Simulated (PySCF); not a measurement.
C₂H₅Se, SMILES [CH2][Se]C, multiplicity 2.

Geometry optimised at B3LYP-D3(BJ)/def2-SVP. The isomer is the one that the SMILES or the coordinates give; other isomers of the formula were not compared.

Computed with PBE0/def2-TZVPD run with PySCF.

Gas-phase values at a fixed geometry.

Computed frontier levels, dipole moment and polarisability:
The α spin, highest occupied and lowest empty level comes out as -5.11 and -0.11 eV and the β spin, highest occupied and lowest empty level is -7.10 and -1.40 eV. The dipole moment is 1.33 D, the quadrupole, principal values (traceless, Buckingham form, about the centre of nuclear charge) comes out as -4.57, 0.14, 4.44 D·Å and the mean static polarisability is 57.3 bohr³ (8.50 Å³). The polarisability, principal values comes out as 46.1, 56.2, 69.7 bohr³. The ⟨S²⟩ comes out as 0.757 (pure state 0.75).
